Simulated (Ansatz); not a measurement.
Gas-phase electronic energies from Ansatz, PBE0-D4/def2-TZVP geometries. CCSD(T)/CBS adds triple-zeta CCSD(T) − MP2 to the extrapolated MP2 energy (def2 sets, frozen cores). Functionals use def2-TZVPP. Elements past krypton have def2 core potentials. For Sn outer-core shells are correlated without core-valence functions, which leaves a few kJ/mol of doubt a bond.

Reaction (redistribution): `[SnH3][CH2][SnH3]` + `C[SiH2]F` → `C[SiH2][SnH3]` + `F[CH2][SnH3]`

```
        level  ΔE (kJ/mol)
      ωB97X-V        202.9
CCSD/def2-SVP        192.2
```

Task: What does CCSD(T)/CBS give? (An estimate is asked.)

Result: Ansatz gave: +220.3 kJ/mol. The listed levels differ from it by -17.4, -28.1 kJ/mol.

Largest T1 diagnostic among the species: 0.013.

Leaving LDA and LC-ωPBE aside and taking each functional with its dispersion term where it has one, the values, not all of them listed here, spread over 33.1 kJ/mol, from revPBE-D4 to PBE-QIDH. At CCSD(T), def2-SVP lies −28.7 kJ/mol from the extrapolated value and def2-TZVPP −1.9 kJ/mol.
